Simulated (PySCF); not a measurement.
# One molecule, several mistakes: BCl2H2N

Calculated results; nothing here was measured. The program is PySCF 2.14.0, an open-source quantum chemistry code, run on an isolated molecule that a program drew, which may never have been made. The molecule is BCl2H2N (charge 0, singlet), drawn as the SMILES string `NB(Cl)Cl`.

Each row is a Hartree-Fock (HF) and frozen-core CCSD(T) single point in the cc-pV(D+d)Z basis, meant for a local HF minimum. Run 1 is clean. Each other run has one planted mistake out of seven kinds, and not every kind appears here: one electron removed, one electron added, multiplicity raised by two, geometry at a saddle point, minimal basis STO-3G, one bond length entered in bohr, all coordinates scaled. The reference is restricted for singlets and unrestricted otherwise, and also for a bond in bohr. Adding or removing an electron swaps singlet and doublet. Electrons count all cores. HOMO and LUMO are orbital energies over both spins, the gradient is its largest component, and the lowest frequency (negative if imaginary) is given only where the gradient is small. Bond lengths are over the 5 bonds as drawn. T1 is the CCSD diagnostic: over 0.02 (restricted) or 0.045 (unrestricted) a single reference is doubtful.

Geometry of the clean run:
```xyz
6
BCl2H2N, angstrom
N    -1.5343    0.2919    2.8413
B    -0.8867   -0.5424    1.9537
Cl   -1.7344   -1.9311    1.2449
Cl    0.8038   -0.2399    1.5069
H    -2.4845    0.1484    3.1127
H    -1.0852    1.0809    3.2572
```

```
run,electrons,basis functions,<S^2>,HOMO (eV),LUMO (eV),gradient (hartree/bohr),lowest frequency (cm^-1),mean bond (Å),longest bond (Å),T1,HF (hartree),CCSD(T) (hartree),mistake
1,48,84,0.000,-11.90,4.37,2.6e-05,278,1.3852,1.775,0.0110,-999.45923,-1000.03879,no fault
2,49,84,0.762,2.35,9.83,6.8e-02,-,1.3852,1.775,0.0097,-999.33408,-999.92127,one electron added
3,48,84,1.012,-8.47,1.89,2.0e-02,-,1.6307,2.607,0.0148,-999.26516,-999.80920,one bond length entered in bohr
4,47,84,0.764,-17.44,-8.28,1.0e-01,-,1.3852,1.775,0.0380,-999.09266,-999.64640,?
```

**Which mistake was planted in run 4, and what did it cost?**

It counts 47 electrons, one fewer than the clean run, at the same geometry and basis. So the mistake is: one electron removed. Subtracting run 1 and multiplying by 627.51 kcal/mol a hartree, the energy moved by 230.0 kcal/mol in HF and 246.2 kcal/mol in CCSD(T).

Cautions from the logs. Run 2: the HOMO is above zero, so the electron isn't bound and the energy depends on the basis.
